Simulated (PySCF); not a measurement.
# Stationary points of MnNF₄

These are results of PySCF, PBE0, basis Mn def2-SVP, N def2-SVP, F def2-SVP (no relativity, density fitting), not measurements.

Relaxations began from a few typed shapes. The search is not exhaustive: other isomers or separated fragments can lie lower, and high-lying points may rest on an excited occupation.

(1) Which is the lowest minimum found?
A. singlet (closed shell, unstable to spin polarisation) C3v: Mn–F 1.698 Å (×3), Mn–F 1.797 Å, Mn–N 1.511 Å; F–Mn–F 86.7° (×3), F–Mn–F 119.7° (×3), F–Mn–N 93.3° (×3), F–Mn–N 180.0°
B. singlet C4v: Mn–F 1.721 Å (×4), Mn–N 1.464 Å; F–Mn–F 87.3° (×4), F–Mn–F 155.1° (×2), F–Mn–N 102.5° (×4)

## Answers

(1) B. The others lie at 110.2 (singlet C3v) kJ/mol above it.

Formally Mn is in oxidation state +7, d0. The polar-tensor charge on Mn, 1.97, is far below the formal one.

For the lowest minimum: stability towards spin polarisation was not tested.
